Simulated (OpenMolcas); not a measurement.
**Nb4+: moving or changing the point charges**

Nb4+ among 6 point charges of -1.7 e arranged as an octahedron (Oh), 2.1 Å from the ion.
```
   2.1000    0.0000    0.0000  -1.70
   0.0000    2.1000    0.0000  -1.70
  -2.1000    0.0000    0.0000  -1.70
   0.0000   -2.1000    0.0000  -1.70
   0.0000    0.0000    2.1000  -1.70
   0.0000    0.0000   -2.1000  -1.70
```

| Item | Value |
| --- | --- |
| Program | OpenMolcas |
| Method | CASSCF |
| Basis | ANO-RCC-VDZP [6s5p3d1f] |
| Scalar Hamiltonian | DKH2, point nucleus |
| Active space | 1 electron in 5 orbitals (4d) |
| State averaging | 2S+1 = 2 even, 5 roots |
| Spin-orbit coupling | RASSI with atomic mean-field integrals over the reference wave functions |

Runs around this geometry, states (labels of O, the rotations of Oh). Energies in cm-1 above the lowest state or level, χT in cm3 K/mol; under a threefold ground state the first gap can be a small split of the lowest multiplet, not the spin-orbit step; 10Dq is the gap between the two states.

```json
{"R (Å)": "2.1", "q (e)": "-0.85", "Ground state": "2T2", "First state of that spin": "2E 5046", "10Dq": "5046", "First gap with spin-orbit (degeneracies)": "1222 (4, 2)", "χT at 300 K": "0.166"}
{"R (Å)": "1.91", "q (e)": "-1.7", "Ground state": "2T2", "First state of that spin": "2E 15573", "10Dq": "15573", "First gap with spin-orbit (degeneracies)": "1043 (4, 2)", "χT at 300 K": "0.154"}
{"R (Å)": "2.1", "q (e)": "-1.7", "Ground state": "2T2", "First state of that spin": "2E 9897", "10Dq": "9897", "First gap with spin-orbit (degeneracies)": "1128 (4, 2)", "χT at 300 K": "0.150"}
{"R (Å)": "2.2", "q (e)": "-1.7", "Ground state": "2T2", "First state of that spin": "2E 7929", "10Dq": "7929", "First gap with spin-orbit (degeneracies)": "1161 (4, 2)", "χT at 300 K": "0.153"}
```

Taking |10Dq| as R^-n, n = -ln(7929 / 15573) / ln(2.2 / 1.91) = 4.8 between the shortest and longest distance. The point-charge formula for a cubic d site gives n = 5.

Scaling the charges by -0.85 / -1.7 = 0.50 scales |10Dq| by 5046 / 9897 = 0.51; with fixed orbitals a first-order splitting would follow the charge.

An orbital triplet at a regular site is open to Jahn-Teller coupling, which can distort the site and quench the lowest spin-orbit gaps and is left out. This field is weak: 10Dq is about 5046 cm-1, while octahedral complexes of 4d ions of charge 3 and more, computed by the same method with explicit ligands, had a median near 25000 cm-1. Ground spin and moment need not be those of a real site (figures for R = 2.1, q = -0.85; the like holds for R = 2.1, q = -1.7, R = 2.2, q = -1.7). Point charges carry no covalency, so the field is a model and not that of real ligands. No measured value stands beside these numbers.
